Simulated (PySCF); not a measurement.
# Electron correlation in Ca (calcium, neutral)

Starting occupation: [Ar] 4s2. Computed with PySCF 2.14 in x2c-SVPall-2c with one added diffuse shell of s type (6s5p2d, 31 functions), with X2C-1e with screened-nucleus spin-orbit coupling, Gaussian nucleus. Frozen: [Ne]; 10 electrons correlated; the 6 highest virtual spinors left out.

MP2 pair energies summed by pair of shells (mhartree):

| pair | energy | share (%) |
| --- | --- | --- |
| 3p3/2-3p3/2 | -42.88 | 31.7 |
| 3p1/2-3p3/2 | -42.44 | 31.3 |
| 4s1/2-4s1/2 | -17.34 | 12.8 |
| 3p3/2-4s1/2 | -10.79 | 8.0 |
| 3p1/2-3p1/2 | -10.75 | 7.9 |
| 3p1/2-4s1/2 | -5.33 | 3.9 |
| 3s1/2-3s1/2 | -3.07 | 2.3 |
| 3p3/2-3s1/2 | -1.65 | 1.2 |
| 3p1/2-3s1/2 | -0.82 | 0.6 |
| 3s1/2-4s1/2 | -0.34 | 0.3 |

Total MP2 correlation energy: -135.41 mhartree.

This basis was not built for core-valence correlation, so the inner-shell part is incomplete.
